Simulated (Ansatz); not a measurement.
CH₈O₂Si₂, SMILES `OC(O)[SiH2][SiH3]` from Hartree–Fock to CCSD(T)

Z-matrix (Å, degrees):
```
C
O 1 1.402
Si 1 1.916 2 107.8
O 1 1.409 2 112.1 3 123.5
H 1 1.098 2 111.0 3 -120.7
H 2 0.964 1 108.2 3 174.9
Si 3 2.340 1 109.0 2 -178.2
H 3 1.488 1 110.7 2 -55.8
H 3 1.491 1 106.8 2 63.0
H 4 0.963 1 108.1 2 -62.7
H 7 1.487 3 110.6 1 -65.1
H 7 1.488 3 110.3 1 174.7
H 7 1.489 3 110.1 1 55.1
```

The species carries charge 0 and has multiplicity 1. The structure was optimised at the PBE0-D4/def2-TZVP level. It is one conformer, not always the lowest. Frozen core, restricted reference, Ansatz 0.2.0. CBS rows extrapolate triple and quadruple zeta; past MP2 they add the triple-zeta difference.

| basis | HF (Eh) | MP2 corr. | CCSD corr. | (T) | CCSD(T) total |
| --- | --- | --- | --- | --- | --- |
| def2-TZVPP | -770.19880 | ? | ? | -0.03536 | ? |
| def2-QZVPP | ? | -0.97489 | – | – | – |
| CBS(def2) | ? | -1.02610 | -1.08074 | as TZ | ? |

**Question.** Fill in the withheld values. (An estimate is asked.)

**Answer.** The calculation gave: def2-TZVPP MP2 corr.: -0.90576; def2-TZVPP CCSD corr.: -0.96040; def2-TZVPP CCSD(T) total: -771.19456; def2-QZVPP HF (Eh): -770.22558; CBS(def2) HF (Eh): -770.22927; CBS(def2) CCSD(T) total: -771.34537.
